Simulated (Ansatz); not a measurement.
Ansatz (an electronic-structure program) job for C₂H₄I, SMILES C[CH]I, multiplicity 2, PBE-D3(BJ)/def2-SVP. 

Ansatz 0.2 input:
```yaml
crystal:
  periodic: [false, false, false]
  atoms:
    - {symbol: C, position_ang: [-2.40292510, 0.24712979, 0.61393001]}
    - {symbol: C, position_ang: [-1.05050484, 0.84586268, 0.61900754]}
    - {symbol: I, position_ang: [0.56451210, -0.16498568, -0.18871658]}
    - {symbol: H, position_ang: [-3.06645571, 0.81572674, 1.28491426]}
    - {symbol: H, position_ang: [-2.86408924, 0.25978882, -0.39314671]}
    - {symbol: H, position_ang: [-2.39156186, -0.80311752, 0.94623563]}
    - {symbol: H, position_ang: [-0.87645477, 1.91388797, 0.76635047]}
basis:
  gaussian:
    orbitals: def2-SVP
hamiltonian:
  xc: pbe
  dispersion: d3bj
magnetization: {spin_polarized: true, initial_magnetization: 1}
relax: {f_tol: 0.002, max_steps: 200}
```

Program output:

```
WARN ansatz: RAYON_NUM_THREADS=1 ignored (pool sized by the plan → 1); use --threads N
Functional definition: PBE
integrals: 0.02 GiB planned
864 factors; their error is unknown
mean field: 0.20 GiB planned
mean field evaluation 1: about -10218.9028 eV, gradient 5.0e1 eV
mean field evaluation 2: about -10173.7820 eV, gradient 9.2e1 eV
mean field evaluation 4: about -10233.3626 eV, gradient 5.2e0 eV
mean field evaluation 8: about -10233.5351 eV, gradient 1.1e-1 eV
mean field evaluation 16: about -10233.5107 eV, gradient 9.8e-5 eV
mean field -10233.51071792 eV, -376.0745823610 hartree, gradient 1.1e-5 eV, S^2 0.753643; 0 other end points of the search recorded, 0 dependent functions left out
the calculation of the forces begins
reference -10233.51074653 eV, -376.0745834123 hartree; 21, 20 occupied and 53, 54 virtual orbitals, 864 factors
relax step   1: F+E_penalty+E_count = -10233.64365502 eV  Δ(F+E_penalty+E_count) = +0.000e0 eV  max|allowed force component| = 2.788e-1 eV/Å  Δτ_max = 0.0000 Å  (30 SCF iters, accepted)
these checks for a lower state are left out or cut short: starts, cluster_reference, orbital_swaps, neighbouring_geometries, increment
integrals: 0.02 GiB planned
864 factors; their error is unknown
mean field: 0.20 GiB planned
mean field -10233.51882254 eV, -376.0748802001 hartree, gradient 1.3e-5 eV, S^2 0.753757; 0 other end points of the search recorded, 0 dependent functions left out
the calculation of the forces begins
reference -10233.51885125 eV, -376.0748812551 hartree; 21, 20 occupied and 53, 54 virtual orbitals, 864 factors
relax step   2: F+E_penalty+E_count = -10233.65103740 eV  Δ(F+E_penalty+E_count) = -7.382e-3 eV  max|allowed force component| = 9.460e-2 eV/Å  Δτ_max = 0.0202 Å  (32 SCF iters, accepted)
these checks for a lower state are left out or cut short: starts, cluster_reference, orbital_swaps, neighbouring_geometries, increment
integrals: 0.02 GiB planned
864 factors; their error is unknown
mean field: 0.20 GiB planned
mean field evaluation 32: about -10233.5194 eV, gradient 1.3e-5 eV
mean field -10233.51936859 eV, -376.0749002669 hartree, gradient 1.3e-5 eV, S^2 0.753743; 0 other end points of the search recorded, 0 dependent functions left out
the calculation of the forces begins
reference -10233.51939728 eV, -376.0749013213 hartree; 21, 20 occupied and 53, 54 virtual orbitals, 864 factors
relax step   3: F+E_penalty+E_count = -10233.65161238 eV  Δ(F+E_penalty+E_count) = -5.750e-4 eV  max|allowed force component| = 9.410e-3 eV/Å  Δτ_max = 0.0064 Å  (33 SCF iters, accepted)
these checks for a lower state are left out or cut short: starts, cluster_reference, orbital_swaps, neighbouring_geometries, increment
integrals: 0.02 GiB planned
864 factors; their error is unknown
mean field: 0.20 GiB planned
mean field -10233.51939913 eV, -376.0749013893 hartree, gradient 1.7e-5 eV, S^2 0.753741; 0 other end points of the search recorded, 0 dependent functions left out
the calculation of the forces begins
reference -10233.51942782 eV, -376.0749024436 hartree; 21, 20 occupied and 53, 54 virtual orbitals, 864 factors
relax step   4: F+E_penalty+E_count = -10233.65163070 eV  Δ(F+E_penalty+E_count) = -1.832e-5 eV  max|allowed force component| = 4.873e-3 eV/Å  Δτ_max = 0.0017 Å  (24 SCF iters, accepted)
these checks for a lower state are left out or cut short: starts, cluster_reference, orbital_swaps, neighbouring_geometries, increment
integrals: 0.02 GiB planned
864 factors; their error is unknown
mean field: 0.20 GiB planned
mean field -10233.51941209 eV, -376.0749018659 hartree, gradient 2.0e-5 eV, S^2 0.753735; 0 other end points of the search recorded, 0 dependent functions left out
the calculation of the forces begins
reference -10233.51944078 eV, -376.0749029201 hartree; 21, 20 occupied and 53, 54 virtual orbitals, 864 factors
relax step   5: F+E_penalty+E_count = -10233.65164733 eV  Δ(F+E_penalty+E_count) = -1.663e-5 eV  max|allowed force component| = 3.671e-3 eV/Å  Δτ_max = 0.0053 Å  (23 SCF iters, accepted)
these checks for a lower state are left out or cut short: starts, cluster_reference, orbital_swaps, neighbouring_geometries, increment
integrals: 0.02 GiB planned
864 factors; their error is unknown
mean field: 0.20 GiB planned
mean field -10233.51942616 eV, -376.0749023828 hartree, gradient 1.3e-5 eV, S^2 0.753732; 0 other end points of the search recorded, 0 dependent functions left out
the calculation of the forces begins
reference -10233.51945485 eV, -376.0749034371 hartree; 21, 20 occupied and 53, 54 virtual orbitals, 864 factors
relax step   6: F+E_penalty+E_count = -10233.65165404 eV  Δ(F+E_penalty+E_count) = -6.716e-6 eV  max|allowed force component| = 2.701e-3 eV/Å  Δτ_max = 0.0057 Å  (24 SCF iters, accepted)
these checks for a lower state are left out or cut short: starts, cluster_reference, orbital_swaps, neighbouring_geometries, increment
integrals: 0.02 GiB planned
864 factors; their error is unknown
mean field: 0.20 GiB planned
mean field -10233.51942218 eV, -376.0749022365 hartree, gradient 4.5e-5 eV, S^2 0.753731; 0 other end points of the search recorded, 0 dependent functions left out
the calculation of the forces begins
reference -10233.51945087 eV, -376.0749032908 hartree; 21, 20 occupied and 53, 54 virtual orbitals, 864 factors
relax step   7: F+E_penalty+E_count = -10233.65165435 eV  Δ(F+E_penalty+E_count) = -3.029e-7 eV  max|allowed force component| = 7.689e-4 eV/Å  Δτ_max = 0.0003 Å  (20 SCF iters, accepted)
integrals: 0.02 GiB planned
864 factors; their error is unknown
mean field: 0.20 GiB planned
mean field evaluation 64: about -10233.5425 eV, gradient 1.1e-1 eV
mean field -10233.51942218 eV, -376.0749022365 hartree, gradient 4.5e-5 eV, S^2 0.753731; 1 other end points of the search recorded, 0 dependent functions left out
the calculation of the forces begins
reference -10233.51945087 eV, -376.0749032908 hartree; 21, 20 occupied and 53, 54 virtual orbitals, 864 factors
Total energy: -10233.65168304 eV, -376.0797627333 hartree
Atom 0 at    -2.403964     0.246255     0.615182 Å, force    -0.000769    -0.000422    -0.000055 eV/Å
Atom 1 at    -1.048064     0.847476     0.624836 Å, force     0.000389    -0.000226    -0.000284 eV/Å
Atom 2 at     0.583996    -0.170688    -0.182502 Å, force    -0.000025     0.000168     0.000119 eV/Å
Atom 3 at    -3.071202     0.813162     1.298492 Å, force     0.000071     0.000142     0.000133 eV/Å
Atom 4 at    -2.879233     0.267953    -0.396259 Å, force     0.000088     0.000079    -0.000056 eV/Å
Atom 5 at    -2.396348    -0.816063     0.937725 Å, force     0.000043    -0.000082     0.000070 eV/Å
Atom 6 at    -0.872664     1.926197     0.751100 Å, force     0.000204     0.000342     0.000074 eV/Å
Dipole moment:    -0.233531     0.072045     0.019513 e Å
```

The run converged.
